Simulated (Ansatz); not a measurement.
The first iterations of a band of AlClFGeH₅O (10 atoms, charge 0, multiplicity 1).

Level of theory: Ansatz 0.2.0, RKS B3LYP/def2-SVP.

```yaml
movable_images: 3
climbing_image: no
spring: 5.0 eV/Å²
optimiser: quadratic models (default)
start_path: through a guess of the saddle point
force_threshold: 0.05 eV/Å
iteration_limit: 60
end_points: relaxed
```

Initial state:

```xyz
10
Properties=species:S:1:pos:R:3
Ge -0.189 0.265 0.233
H -0.286 -1.012 1.057
F 2.098 -0.117 0.549
Cl -2.219 1.125 0.255
H 0.251 0.314 -1.223
O 0.594 1.649 1.223
Al 2.480 1.326 1.471
H 2.737 1.045 3.008
H 3.280 2.411 0.640
H -0.012 2.357 1.488
```

Final state:

```xyz
10
Properties=species:S:1:pos:R:3
Ge 0.283 0.638 -0.505
H -0.805 -0.723 3.223
F 1.431 -0.306 -1.407
Cl -0.168 2.373 -1.707
H -0.959 -0.210 -0.244
O 1.072 1.127 0.968
Al 2.384 2.008 1.657
H 3.365 2.799 0.707
H 2.493 1.951 3.228
H -0.361 -0.293 2.779
```

| iteration | highest image above the first end (eV) | largest band force component (eV/Å) |
| --- | --- | --- |
| 1 | 11.187 | 32.347 |
| 2 | 5.228 | 14.226 |
| 3 | 3.722 | 7.164 |
| 4 | 3.516 | 3.213 |
| 5 | 3.361 | 1.296 |
| 6 | 3.136 | 1.166 |
| 7 | 2.636 | 1.790 |
| 8 | 2.235 | 1.245 |
| 9 | 1.766 | 0.793 |
| 10 | 1.511 | 0.592 |
| 11 | 1.441 | 0.753 |
| 12 | 1.407 | 0.504 |
| 13 | 1.364 | 0.492 |
| 14 | 1.355 | 0.222 |

Question: Does the band converge within its limit, and where does its top end?

Answer: It converged. It ended after 43 iterations with the highest image 1.184 eV above the first end. No image climbed, so the highest image needn't sit at the top of the path. So few images can step over the top or miss a turn of the path. The orbitals stay closed-shell, which can raise the energy where a bond breaks towards radicals; this wasn't checked here.

Time of the run: 7.9 min on 4 threads of Intel(R) Xeon(R) Platinum 8259CL CPU @ 2.50GHz (Skylake/Cascade Lake), on a shared host, peak memory 0.38 GiB.
